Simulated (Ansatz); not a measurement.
AlFH6Si2, SMILES [F][Al]([SiH3])[SiH3].

Coordinates come from a B3LYP-D3(BJ)/def2-SVP optimisation. The structure was generated by enumeration; whether it is a known compound was not checked.

Two levels are set side by side: PBE/def2-SVPD (Ansatz, a first-principles code) and PBE0/def2-SVPD (Ansatz). Energy differences of separate SCF runs at the same geometry; the states with an electron removed or added have multiplicity 2 and 2. Differences are taken from unrounded values.

| quantity | PBE0 | PBE | PBE minus PBE0 |
|---|---|---|---|
| vertical ionisation energy (eV) | 9.22 | 9.00 | -0.22 |
| vertical electron affinity (eV) | 0.64 | 0.65 | 0.00 |
| vertical singlet–triplet gap (eV) | 3.42 | 3.22 | -0.21 |
